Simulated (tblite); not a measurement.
C7H7S2 (charge -1).
Cartesian coordinates in Å at the GFN2-xTB level; atoms count from 1:
```
atom  x, y, z in Å
S1    -1.3823    0.2979    2.3034
C2    -1.1021    0.0647    0.5676
C3     0.3056    0.0282    0.1749
C4     1.4053    0.1414    0.9706
C5     2.6304    0.0666    0.2735
C6     2.4699   -0.1051   -1.0613
S7     0.7994   -0.1810   -1.4982
C8    -2.0783    0.6703   -0.4249
C9    -2.0598   -0.8081   -0.2234
H10    1.3170    0.2768    2.0328
H11    3.5940    0.1387    0.7521
H12    3.2139   -0.1933   -1.8303
H13   -1.6869    1.0681   -1.3542
H14   -2.9047    1.2292   -0.0095
H15   -2.8737   -1.2554    0.3289
H16   -1.6551   -1.4300   -1.0135
```

Method: GFN2-xTB as coded in tblite; computed harmonic values from a numerical Hessian at the method's own geometry, unscaled. This tight-binding method is rough: wavenumbers can miss measured ones by several per cent, in bad cases by 10 to 20. One conformer, not necessarily the lowest.

Harmonic wavenumbers (cm⁻¹): 32.5, 142.0, 151.8, 231.5, 273.4, 338.1, 346.1, 431.8, 481.2, 568.4, 612.2, 687.8, 694.6, 726.9, 802.5, 810.0, 837.5, 839.4, 850.4, 905.2, 937.8, 1009.5, 1036.5, 1041.0, 1073.6, 1080.6, 1153.9, 1169.2, 1186.6, 1291.6, 1343.9, 1424.4, 1461.8, 1473.8, 1558.9, 3015.1, 3023.6, 3070.1, 3081.6, 3083.0, 3128.6, 3144.7.

A = 2269, B = 956.0, C = 709.9 MHz; mass 154.999 u (most abundant isotopes); point group Cs, symmetry number 1.

Question: What is the zero-point energy?

Answer: Half the sum of the wavenumbers: 25277 cm⁻¹ = 302.37 kJ/mol.

Question: Give the ideal-gas entropy at 200 K and 1 bar in the rigid-rotor, harmonic-oscillator model (classical rotation).

Answer: Translation 163.46, rotation 119.39, vibration 57.30: S = 340.1 J/(mol K).

Question: And Cp and H(200 K) − H(0)?

Answer: Cp = 102.20 J/(mol K), of which vibrations give 68.94 (their classical limit is 42 R = 349.2); H(200 K) − H(0) = 12.95 kJ/mol without the zero-point energy, 6.29 from vibrations.

Question: Which modes carry the vibrational entropy at 200 K?

Answer: 32.5 cm⁻¹: 20.42; 142.0 cm⁻¹: 8.49; 151.8 cm⁻¹: 7.98; 231.5 cm⁻¹: 4.97; 273.4 cm⁻¹: 3.91; 338.1 cm⁻¹: 2.71 J/(mol K); the other 36 give 8.82 together.

Question: Blend soft modes into free rotors: weight 1/[1 + (100 cm⁻¹/ν̃)⁴] for the oscillator and the rest for a rotor with moment μB/(μ + B), μ = h/(8π²ν), B = 10⁻⁴⁴ kg m². What vibrational entropy results?

Answer: 52.22 J/(mol K) in place of 57.30, which changes −T·S at 200 K by +1.02 kJ/mol.

Hindered rotation and anharmonicity are outside this model. Other conformers, if any are populated, would add a mixing term that is left out.

The run took 1.0 s wall on Arm Neoverse N1, one thread, shared host with 64 logical CPUs at a one-minute load of 26. The figure is for the frequency step alone.
